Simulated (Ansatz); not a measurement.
# Two structures, one formula

The two ends of one reaction step of ZnAsH5O2, singlet (PBE0-D4/def2-TZVP).

A:

```xyz
9
angstrom
Zn 0.0387 -0.0753 -0.3943
O 0.3023 -0.4835 1.7909
O -0.2684 -1.8768 -0.2523
H 1.1629 -0.4816 2.2167
As 0.4552 2.1341 -1.1347
H 0.1032 -1.4041 1.5300
H -0.6681 -2.3631 -0.9715
H -0.7710 2.6326 -0.3773
H -0.3546 1.9177 -2.4077
```

B:

```
atom    x (Å)    y (Å)    z (Å)
 Zn1  -0.0969  -1.1491   0.3500
  O2   0.8387  -1.0501   1.8794
  O3  -1.0699  -1.5545  -1.1065
  H4   0.8929   2.5153   0.4157
 As5   0.1566   1.4722  -0.3911
  H6   0.9113  -1.8720   2.3669
  H7  -1.3510  -2.4680  -1.1752
  H8  -1.0859   2.2987  -0.6253
  H9   0.8044   1.8075  -1.7139
```

Ansatz 0.2.0; basis: def2-TZVPP; cores frozen in the correlated methods. The 3s and 3p shells of Cu and Zn are frozen; filled d shells are correlated. The def2 sets are not built for correlating such inner shells, so the correlated values are less sure here. B3LYP uses VWN-RPA correlation.

Question: Which structure is lower at CCSD(T), and by how much? (To be estimated.)

Answer: The calculation gives: A, by 15.67 kcal/mol (electronic energy, against the other). By their contacts, A is ZnAsH₅O₂ ([OH][Zn]([OH2])[AsH2]) and B is ZnAsH₅O₂ ([OH][Zn]([OH])[AsH3]).

All methods give the same order:

| method | E(B) − E(A) (kcal/mol) |
| --- | --- |
| SPW92 | 20.11 |
| PBE-D4 | 17.22 |
| BLYP-D4 | 15.05 |
| r2SCAN-D4 | 17.20 |
| B97M-V | 14.99 |
| PBE0-D4 | 18.50 |
| B3LYP-D4 | 16.41 |
| r2SCAN0-D4 | 18.75 |
| BHLYP-D4 | 17.31 |
| CAM-B3LYP-D4 | 15.97 |
| wB97X-V | 15.51 |
| wB97M-V | 18.00 |
| B2PLYP | 15.93 |
| PBE-QIDH | 17.68 |
| RPA on PBE | 13.48 |
| HF | 16.42 |
| MP2 | 15.46 |
| CCSD | 15.61 |
| CCSD(T) | 15.67 |

T1 diagnostic: at most 0.016.

Labels in which every atom is bracketed show which atoms are joined, not bond orders.

For scale, one of the runs: CCSD(T)/def2-TZVPP, 244 basis functions, launched by `ansatz run in.yaml --threads 8 --pin off --events-out ev --progress --plain --max-ram 19148MiB`. Hardware: 8 CPU threads of an Intel Xeon, shared host. Wall time 3.3 min; peak host memory 5.1 GiB.
